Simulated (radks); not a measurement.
The numbers below are computed, except where a source is named.
Spherical quantum dot in the effective-mass picture: electrons in a parabolic well V = omega^2 r^2 / 2 with omega = 1.09, all in effective atomic units (hartree* = m*/eps^2 hartree, bohr* = eps/m* bohr), one dielectric constant everywhere. Level of theory: non-relativistic Kohn-Sham, PBE, spin-polarised, spherical densities (a radial shooting solver with Libxc functionals). Levels are named by radial order and angular momentum (1s, 1p, 1d, 2s, ...), and open shells are averaged over m. Results are scaled to m* = 0.043 and eps = 9.9, for which hartree* = 11.94 meV and bohr* = 12.18 nm.

N = 21, configuration 1s2 1p6 1d10 2s2 1f(up 1, down 0). This is the lowest configuration that the search found. Occupied and some empty levels:

level,occupation,eigenvalue (meV),<r> (nm)
1s up,1,135.00,19.92
1s down,1,135.07,19.82
1p up,3,140.76,24.61
1p down,3,140.90,24.53
1d up,5,147.46,27.90
1d down,5,147.63,27.85
2s up,1,149.30,23.95
2s down,1,149.42,23.99
1f up,1,154.94,30.52
1f down,0,155.13,30.50
2p up,0,157.62,27.05
2p down,0,157.74,27.09
1g up,0,163.09,32.76
1g down,0,163.29,32.76
2d up,0,166.32,29.95
2d down,0,166.43,29.97

Energy (meV): total 1972.35, kinetic 242.08, external 740.69, Hartree 1107.4, exchange-correlation -117.85.
